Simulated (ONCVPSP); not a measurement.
## Configuration tests for phosphorus (ONCV)

| Item | Value |
| --- | --- |
| Element | phosphorus |
| Generator | ONCVPSP 4.0.1 |
| Type | optimised norm-conserving Vanderbilt (ONCV) |
| Functional | PBEsol |
| Relativity | scalar-relativistic |
| Frozen core | [Ne] |
| Valence charge | 5 |
| Reference configuration | 3s2 3p2 (charge +1) |
| Partial waves | 3s: rc 1.25 bohr, ncon 5, nbas 8, qcut 5.7 1/bohr, 3 projectors, debl 3.6 Ha; 3p: rc 1.95 bohr, ncon 3, nbas 7, qcut 4.8 1/bohr, 2 projectors, debl 0.5 Ha; d scattering state at 0.27 Ha: rc 2.10 bohr, ncon 4, nbas 8, qcut 3.9 1/bohr, 2 projectors, debl 2 Ha |
| Local potential | polynomial inside 1.15 bohr (lpopt 5, dvloc0 1 Ha) |
| Core correction | Teter function fitted to the true core (icmod 2), fcfact 0.65 |

In the p channel the program set the typed energies aside and used -0.521, 0.250 Ha. In the d channel the program set the typed energies aside and used 0.050, 2.050 Ha.

Energies are relative to the spin-unpolarised reference configuration 3s2 3p2; without spin polarisation the order of configurations can differ from experiment.

| valence configuration | charge | ΔE all-electron (eV) | error AE − PS (meV) |
| --- | --- | --- | --- |
| 3s2 3p1 | +2 | 19.112 | +3.2 |
| 3s2 3p0 | +3 | 48.818 | +24 |
| 3s2 3p2.5 | +0.5 | -5.938 | +0.6 |

Question: What are ΔE and the potential's error for 3s2 3p3?

Answer: ΔE = -9.698 eV all-electron; the error (AE − PS) is +1.2 meV.

Note: ghosts flagged at negative energy: s at -188.6 eV (a further GHOST(-) flag falls on a real empty level of the atom); GHOST(+) flags only above 600 eV. A true bound ghost makes a file unfit for plane-wave use.
